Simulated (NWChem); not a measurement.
System: CH4N, doublet; SMILES [NH]C

```xyz
6

C     -0.0200    -0.6143     0.0000
N     -0.1254     0.8259     0.0000
H      0.5335    -0.9833    -0.8816
H     -1.0151    -1.0703     0.0000
H      0.5335    -0.9833     0.8816
H      0.8418     1.1853     0.0000
```
Atoms are numbered in this order, from 1.

Computed with NWChem. Spin-unrestricted. In the optimisation the excess spin sits in a" (Cs, its own frame). Structure relaxed at the B3LYP/6-31G* (spherical d), spin-unrestricted level. No stability test was run on the SCF state. B3LYP is NWChem's, with the RPA form of VWN correlation. Level: B3LYP/def2-SVP with SMD (1 M gas to 1 M solution), gas-phase geometry. Reactions with the solvent are ignored.

Order these by “cavity-dispersion-structure term (kcal/mol)”, lowest first: dichloromethane; cyclohexanone; water.

water (-1.2), dichloromethane (0.6), cyclohexanone (1.6)
